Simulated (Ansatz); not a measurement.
Input for Ansatz (an electronic-structure program): U-r2SCAN/def2-TZVPP on CHO2 (SMILES [O]C=O), 2S+1 = 2, atoms moved off the minimum.

Ansatz 0.2 input:
```yaml
crystal:
  periodic: [false, false, false]
  atoms:
    - {symbol: O, position_ang: [1.19464940, 0.09133926, -0.00835180]}
    - {symbol: C, position_ang: [-0.02138980, 0.26463238, 0.04829639]}
    - {symbol: O, position_ang: [-1.12944405, -0.36229600, 0.06281404]}
    - {symbol: H, position_ang: [-0.11570078, 1.28550297, 0.18379745]}
basis:
  gaussian:
    orbitals: def2-TZVPP
hamiltonian:
  xc: {name: r2SCAN}
magnetization: {spin_polarized: true, initial_magnetization: 1}
output: {forces: true}
```

Output:

```
WARN ansatz: RAYON_NUM_THREADS=1 ignored (pool sized by the plan → 1); use --threads N
Functional definition: r2SCAN
integrals: 0.02 GiB planned
541 factors; their error is unknown
mean field: 0.31 GiB planned
mean field evaluation 1: about -5142.1186 eV, gradient 2.9e1 eV
mean field evaluation 2: about -5139.6805 eV, gradient 3.9e1 eV
mean field evaluation 4: about -5144.3938 eV, gradient 9.8e0 eV
mean field evaluation 8: about -5144.7590 eV, gradient 2.4e-1 eV
mean field evaluation 16: about -5144.7592 eV, gradient 1.9e-4 eV
mean field -5144.75915809 eV, -189.0664118168 hartree, gradient 1.8e-5 eV, S^2 0.756138; 3 other end points of the search recorded, 0 dependent functions left out
the calculation of the forces begins
reference -5144.75916493 eV, -189.0664120683 hartree; 12, 11 occupied and 95, 96 virtual orbitals, 541 factors
Total energy: -5144.75916493 eV, -189.0664120683 hartree
Atom 0 at     1.194649     0.091339    -0.008352 Å, force     0.192382    -0.449811    -0.199222 eV/Å
Atom 1 at    -0.021390     0.264632     0.048296 Å, force    -1.525869    -4.520537    -0.034455 eV/Å
Atom 2 at    -1.129444    -0.362296     0.062814 Å, force     2.318353     1.456438    -0.151527 eV/Å
Atom 3 at    -0.115701     1.285503     0.183797 Å, force    -0.984866     3.513910     0.385204 eV/Å
Dipole moment:     0.004806     0.317977     0.026071 e Å
```

The run converged.

Cost: about 1.9 core-seconds (a rough figure).
